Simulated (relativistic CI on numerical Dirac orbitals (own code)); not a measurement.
Magnetism of Tm4+, 4f11, in a crystal field

Calculated by Dirac-Coulomb-Breit CI, separate exchange-only KLI orbitals for each configuration, QED by a radiative potential, valence Slater integrals scaled by 0.85, one configuration in a parametric crystal field (own radial code).

Field parameters in Wybourne normalisation; cubic f-shell fields have B⁴₄ = √(5/14) B⁴₀ and B⁶₄ = −√(7/2) B⁶₀. The field is a parameter set, without covalency.

S is read from ⟨S²⟩ = S(S + 1).

Powder χT (cm³ K mol⁻¹) by Van Vleck's formula, with temperature-independent terms:

| Field | 2 K | 5 K | 10 K | 20 K | 50 K | 100 K | 200 K | 300 K |
| --- | --- | --- | --- | --- | --- | --- | --- | --- |
| C2v, B20 = 1090, B22 = -20, B40 = 1020, B42 = -120, B44 = 150, B60 = 920, B62 = -30, B64 = 830, B66 = -530 cm⁻¹ | 5.27 | 5.47 | 5.82 | 6.5 | 8.13 | 9.52 | 10.6 | 11 |
| D3d, B20 = 1550, B40 = 1670, B43 = -570, B60 = -200, B63 = 650, B66 = 950 cm⁻¹ | 5.22 | 5.51 | 5.98 | 6.89 | 8.52 | 9.5 | 10.4 | 10.8 |
| D3d, B20 = 2000, B40 = -410, B43 = 1500, B60 = -140, B63 = 1020, B66 = 130 cm⁻¹ | 4.96 | 5.22 | 5.66 | 6.52 | 8.65 | 10.1 | 10.8 | 11.1 |
| D3h, B20 = -100, B40 = -1100, B60 = -1060, B66 = 420 cm⁻¹ | 9.88 | 9.9 | 9.93 | 9.84 | 9.78 | 10.3 | 10.9 | 11.1 |
| D4h, B20 = -220, B40 = 1630, B44 = -520, B60 = 590, B64 = -1240 cm⁻¹ | 4.64 | 4.84 | 5.18 | 5.86 | 7.59 | 9.16 | 10.4 | 10.8 |
| Oh, B40 = 2590, B60 = 660 cm⁻¹ | 4.48 | 4.68 | 5 | 5.64 | 7.42 | 9.26 | 10.5 | 10.9 |

Problem. For Oh, B40 = 2590, B60 = 660 cm⁻¹: what effective moment follows at 300 K?

Solution. μ_eff = √(8χT) = 9.33 μB. The LS value g√(J(J + 1)) of the free ion's 4I°_15/2 level is 9.58 μB.
